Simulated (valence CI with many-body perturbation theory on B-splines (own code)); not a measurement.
Mo3+: electric-dipole lines

Method: valence CI with perturbative core correlation (CI+MBPT): three valence electrons over a frozen Dirac-Fock core [Kr], a basis of 7 s, 7 p, 8 d, 6 f, 4 g, 1 h functions for each j, with the one-electron correlation potential Σ1 (screened to all orders), the two-electron term Σ2, the three-electron term Σ3, Breit, model QED; selected single and double excitations, second order for the rest, scaled by the run's own slope (own B-spline code, finite nucleus).

Against 64 measured levels this calculation errs by 530 cm⁻¹ on average and by 1922 at most. These come from a selection out of Sugar and Musgrove, J. Phys. Chem. Ref. Data 17, 155 (1988). Levels without a partner in it may be off by more, other configurations by 1,000 to 8,000 cm⁻¹.

Lines 351 to 400 of 544 in falling wavelength, among levels below 26.435 eV, chosen from the strongest by gf and those to the six lowest levels. Wavelengths and rates use the calculated energies, so an error of 500 cm⁻¹ moves a line at 981.7 Å by 0.49 % and its rate by three times that or more. Electric multipoles are in the length gauge, E1 and E2 with the static RPA response of the core. Weak lines are less certain than strong ones. Lines between different terms over intervals too small for the method are left out, as are lines whose strength nearly cancels. Where a level lies close to another of its J and parity, the split of strength between their lines is uncertain. The highest levels of a list are the least certain.

Names give the largest LS component (configuration and term), which can be under half, so a name can repeat, a term be missing and a line seem to break the LS rules; names also repeat where a configuration has a term twice. Letters in brackets count levels of one name in rising energy.

| λ vac (Å) | λ from measured levels | Upper | Lower | A (s⁻¹) | S (a.u.) with core polarisation | S without |
| --- | --- | --- | --- | --- | --- | --- |
| 1306 |  | 4d²6s ²F_5/2 | 4d²5p ⁴D°_3/2 [a] | 2.72e+08 | 1.80e+00 | 1.76e+00 |
| 1306 |  | 4d²5d ²F_7/2 [b] | 4d²5p ²D°_5/2 [a] | 3.63e+08 | 3.19e+00 | 3.47e+00 |
| 1304 |  | 4d²5d ⁴P_1/2 [b] | 4d²5p ⁴S°_3/2 | 1.07e+09 | 2.34e+00 | 2.52e+00 |
| 1304 |  | 4d²5d ²D_3/2 [c] | 4d²5p ²P°_3/2 [a] | 6.15e+08 | 2.69e+00 | 2.89e+00 |
| 1303 |  | 4d²6s ⁴P_5/2 | 4d²5p ⁴D°_7/2 [c] | 6.30e+08 | 4.13e+00 | 3.92e+00 |
| 1302 |  | 4d²5d ⁴P_5/2 [b] | 4d²5p ⁴S°_3/2 | 6.70e+08 | 4.38e+00 | 4.69e+00 |
| 1302 |  | 4d²5d ²D_5/2 [c] | 4d²5p ²P°_3/2 [a] | 3.34e+08 | 2.18e+00 | 2.34e+00 |
| 1296 |  | 4d²6s ²G_7/2 | 4d²5p ²H°_9/2 | 9.60e+08 | 8.25e+00 | 7.90e+00 |
| 1288 |  | 4d²6s ²F_7/2 | 4d²5p ²D°_5/2 [a] | 2.26e+08 | 1.90e+00 | 1.81e+00 |
| 1285 |  | 4d²6s ⁴F_7/2 | 4d²5p ⁴F°_7/2 | 1.98e+08 | 1.66e+00 | 1.53e+00 |
| 1285 |  | 4d²6s ⁴P_3/2 | 4d²5p ⁴D°_5/2 [b] | 4.84e+08 | 2.03e+00 | 1.92e+00 |
| 1283 |  | 4d²6s ⁴F_9/2 | 4d²5p ⁴G°_11/2 | 9.73e+08 | 1.02e+01 | 9.75e+00 |
| 1283 |  | 4d²6s ⁴F_9/2 | 4d²5p ⁴F°_9/2 | 2.91e+08 | 3.03e+00 | 2.80e+00 |
| 1282 |  | 4d²6s ⁴P_5/2 | 4d²5p ⁴D°_7/2 [b] | 2.69e+08 | 1.68e+00 | 1.62e+00 |
| 1281 |  | 4d²6s ²D_3/2 | 4d²5p ²F°_5/2 [b] | 5.68e+08 | 2.36e+00 | 2.24e+00 |
| 1281 |  | 4d²5d ²F_7/2 [d] | 4d²5p ²G°_9/2 [b] | 2.71e+08 | 2.24e+00 | 2.39e+00 |
| 1280 |  | 4d²6s ⁴F_9/2 | 4d²5p ²F°_7/2 [a] | 1.57e+08 | 1.63e+00 | 1.59e+00 |
| 1268 |  | 4d²6s ⁴F_7/2 | 4d²5p ⁴G°_9/2 | 6.60e+08 | 5.32e+00 | 5.10e+00 |
| 1260 |  | 4d²5d ²G_9/2 [c] | 4d²5p ²G°_9/2 [a] | 5.68e+08 | 5.61e+00 | 6.04e+00 |
| 1259 |  | 4d²6s ⁴F_7/2 | 4d²5p ⁴F°_5/2 | 2.39e+08 | 1.88e+00 | 1.78e+00 |
| 1257 |  | 4d²6s ²F_7/2 | 4d²5p ²F°_7/2 [a] | 3.23e+08 | 2.53e+00 | 2.42e+00 |
| 1255 |  | 4d²6s ⁴F_5/2 | 4d²5p ⁴G°_7/2 | 5.73e+08 | 3.36e+00 | 3.21e+00 |
| 1245 |  | 4d²6s ⁴F_9/2 | 4d²5p ⁴G°_9/2 | 1.74e+08 | 1.65e+00 | 1.55e+00 |
| 1239 |  | 4d²6s ²G_9/2 | 4d²5p ²G°_9/2 [b] | 4.87e+08 | 4.57e+00 | 4.25e+00 |
| 1239 |  | 4d²5d ²G_7/2 [c] | 4d²5p ²G°_7/2 | 4.84e+08 | 3.63e+00 | 3.90e+00 |
| 1238 |  | 4d²6s ²G_7/2 | 4d²5p ⁴D°_7/2 [b] | 2.13e+08 | 1.60e+00 | 1.48e+00 |
| 1236 |  | 4d²6s ⁴F_7/2 | 4d²5p ⁴G°_7/2 | 2.29e+08 | 1.70e+00 | 1.61e+00 |
| 1234 |  | 4d²6s ⁴F_3/2 | 4d²5p ⁴G°_5/2 | 8.36e+08 | 3.10e+00 | 2.95e+00 |
| 1056 |  | 4d²5p ²P°_3/2 [b] | 4d³ ²D_5/2 [b] | 6.41e+08 | 1.49e+00 | 1.69e+00 |
| 1052 |  | 4d²5p ²F°_7/2 [c] | 4d³ ²D_5/2 [b] | 3.89e+08 | 1.79e+00 | 2.02e+00 |
| 981.7 | 974.7 | 4d²5p ⁴F°_5/2 | 4d³ ⁴P_3/2 | 1.04e+08 | 2.91e-01 | 3.35e-01 |
| 971.0 | 964.7 | 4d²5p ²F°_5/2 [a] | 4d³ ⁴P_3/2 | 7.90e+07 | 2.14e-01 | 2.46e-01 |
| 970.6 | 970.8 | 4d²5p ²G°_7/2 | 4d³ ²H_9/2 | 4.08e+08 | 1.47e+00 | 1.68e+00 |
| 964.2 |  | 4d²5p ²D°_3/2 [a] | 4d³ ⁴P_3/2 | 1.88e+08 | 3.33e-01 | 3.79e-01 |
| 964.1 |  | 4d²5p ²D°_3/2 [a] | 4d³ ⁴P_1/2 | 1.18e+08 | 2.08e-01 | 2.38e-01 |
| 958.3 | 958.9 | 4d²5p ²G°_9/2 [a] | 4d³ ²H_11/2 | 6.06e+08 | 2.63e+00 | 3.01e+00 |
| 954.9 | 948.3 | 4d²5p ⁴D°_1/2 [a] | 4d³ ⁴P_1/2 | 4.73e+08 | 4.07e-01 | 4.58e-01 |
| 947.5 | 941.1 | 4d²5p ⁴D°_5/2 [a] | 4d³ ⁴P_3/2 | 2.50e+08 | 6.30e-01 | 7.16e-01 |
| 947.4 | 941.1 | 4d²5p ⁴D°_3/2 [a] | 4d³ ⁴P_3/2 | 1.55e+08 | 2.60e-01 | 2.92e-01 |
| 940.2 |  | 4d²5p ²D°_3/2 [c] | 4d³ ²F_5/2 | 1.96e+09 | 3.21e+00 | 3.66e+00 |
| 938.8 | 937.3 | 4d²5p ²G°_7/2 | 4d³ ²G_9/2 | 4.04e+08 | 1.32e+00 | 1.51e+00 |
| 933.1 |  | 4d²5p ²D°_5/2 [c] | 4d³ ²F_7/2 | 1.75e+09 | 4.22e+00 | 4.81e+00 |
| 932.7 | 930.9 | 4d²5p ²G°_7/2 | 4d³ ²G_7/2 | 9.73e+08 | 3.12e+00 | 3.58e+00 |
| 931.0 | 929.4 | 4d²5p ²S°_1/2 | 4d³ ⁴P_3/2 | 3.33e+08 | 2.65e-01 | 3.11e-01 |
| 924.4 | 923.1 | 4d²5p ²G°_9/2 [a] | 4d³ ²G_9/2 | 8.91e+08 | 3.47e+00 | 4.00e+00 |
| 922.5 |  | 4d²5p ²P°_3/2 [a] | 4d³ ²P_3/2 | 1.02e+09 | 1.58e+00 | 1.80e+00 |
| 917.2 | 915.7 | 4d²5p ⁴S°_3/2 | 4d³ ⁴P_5/2 | 8.44e+08 | 1.28e+00 | 1.46e+00 |
| 912.7 | 913.9 | 4d²5p ⁴G°_5/2 | 4d³ ⁴F_3/2 | 1.87e+08 | 4.21e-01 | 4.85e-01 |
| 911.1 |  | 4d²5p ²F°_7/2 [c] | 4d³ ²F_7/2 | 8.68e+08 | 2.59e+00 | 2.97e+00 |
| 910.2 | 909.9 | 4d²5p ²D°_5/2 [b] | 4d³ ²D_5/2 [a] | 5.11e+08 | 1.14e+00 | 1.28e+00 |
